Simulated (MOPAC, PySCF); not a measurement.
[Zn(NH2)(CH3)], neutral singlet in the gas phase. 

Cartesian coordinates (Å):
```xyz
8

Zn     0.0003     0.0989    -0.0721
N     -0.4129    -1.1586    -1.3454
H      0.3863    -1.5690    -1.8429
H     -1.0695    -0.8549    -2.0743
C      0.3560     1.3151     1.3956
H      1.4284     1.5814     1.4440
H      0.0753     0.8667     2.3669
H     -0.2159     2.2549     1.2806
```
Charge 0, spin multiplicity 1.

All levels are single points at this geometry (TPSS-D3(BJ)/def2-SVP); Pople sets use spherical d functions. Orbital energies aren't observables, and empty levels follow the basis.

```
level                                     HOMO (eV)  LUMO (eV)  gap (eV)  dipole (D)  vertical IE, Delta-SCF (eV)
----------------------------------------  ---------  ---------  --------  ----------  ---------------------------
B3LYP-D3(BJ)/def2-TZVP in PySCF               -6.47      -0.39      6.08        1.09                            –
TPSSh-D3(BJ)/def2-TZVP in PySCF               -5.93      -0.36      5.57        1.05                            –
B3LYP/3-21G in PySCF                          -5.82      -0.06      5.76        1.38                            –
B3LYP/6-311+G** (LANL2DZ on Zn) in PySCF      -6.33      -0.72      5.60        1.26                            –
M06-2X/6-31G* (LANL2DZ on Zn) in PySCF        -7.55       0.51      8.06        1.33                            –
SVWN5/6-31G* (LANL2DZ on Zn) in PySCF         -4.97      -0.65      4.31        1.21                         8.68
HF/3-21G in PySCF                             -9.53       2.25     11.78        1.63                            –
PM3 in MOPAC                                  -9.43       0.56      9.99        1.11                            –
PM7 in MOPAC                                  -8.32       3.42     11.75        2.38                            –
```
